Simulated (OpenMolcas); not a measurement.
Lines of Kr2+: computed and rescaled rates

* Program: OpenMolcas
* Method: RASSCF
* Basis: ANO-RCC-VTZP [6s5p3d1f]
* Scalar Hamiltonian: DKH4, point nucleus
* Active space: 6 electrons in 9 orbitals (RAS2 4s 4p; RAS3 4d, at most 2 electrons)
* State averaging: 2S+1 = 3 even, 3 roots; 2S+1 = 1 even, 7 roots kept (CI in the orbitals of an earlier block); 2S+1 = 3 odd, 3 roots; 2S+1 = 1 odd, 3 roots kept (CI in the orbitals of an earlier block)
* Spin-orbit coupling: state interaction with AMFI integrals over the reference wave functions, term energies averaged over their components

Rates come from the transition moments of the reference wave functions (E1 and E2 in the length form). At fixed line strength A goes as λ^-3 for E1 and M1 and as λ^-5 for E2, so a rate at the computed wavelength can be rescaled to the measured one. Measured vacuum wavelengths follow from level energies in Saloman, J. Phys. Chem. Ref. Data 36, 215 (2007). Branching counts decays inside the model space alone, at computed energies, and the table is only a selection of the E2 and M1 lines, drawn from those between levels with measured partners whose computed energy lies within a factor of 1.5 of the measured one.

```
      Upper        Lower  Type  λ computed (nm)  λ measured (nm)  A computed (s-1)  A rescaled (s-1)  Branching %
4s2 4p4 1S0  4s2 4p4 3P1    M1            331.1            350.5          4.56e+01                           92.2
4s2 4p4 1D2  4s2 4p4 3P2    M1            615.2            682.9          4.30e+00                           86.5
4s2 4p4 1S0  4s2 4p4 1D2    E2            556.9            542.4          3.44e+00          3.93e+00          7.0
4s2 4p4 3P1  4s2 4p4 3P2    M1             2490             2199          1.43e+00          2.08e+00        100.0
4s2 4p4 1D2  4s2 4p4 3P1    M1            816.9            990.5          6.27e-01                           12.6
4s2 4p4 1S0  4s2 4p4 3P2    E2            292.3            302.3          4.11e-01                            0.8
4s2 4p4 1D2  4s2 4p4 3P2    E2            615.2            682.9          4.36e-02                            0.9
4s2 4p4 3P0  4s2 4p4 3P1    M1            11050            13080          3.89e-02          2.35e-02         96.3
4s2 4p4 3P0  4s2 4p4 3P2    E2             2032             1882          1.51e-03          2.22e-03          3.7
```

Spin-changing lines and M1 lines between different terms are not rescaled, since their strength hangs on the term gaps too.

The largest correction is for 4s2 4p4 3P0 → 4s2 4p4 3P1 (M1): 3.89e-02 × (11050 / 13080)^3 = 2.35e-02 s-1, a factor of 0.60.

No measured rate stands beside these. Rescaling mends the energy factor alone: line strengths can still be far off where a level mixes with configurations outside the active space, and weak or spin-changing lines hang on small mixing coefficients that depend on the term gaps too, so rescaling need not improve them.

Terms from blocks run as CI alone lack orbitals of their own. Active for correlation alone: 4d; no level in the range computed is led by a configuration that fills it, so any true level of that kind is missing. Computed and measured levels are paired by configuration, term and J; levels that our copy of the source lacks, or whose pairing is in doubt (as where it misses far off the trend of its configuration), stay unpaired. Levels of configurations outside the active space are missing.
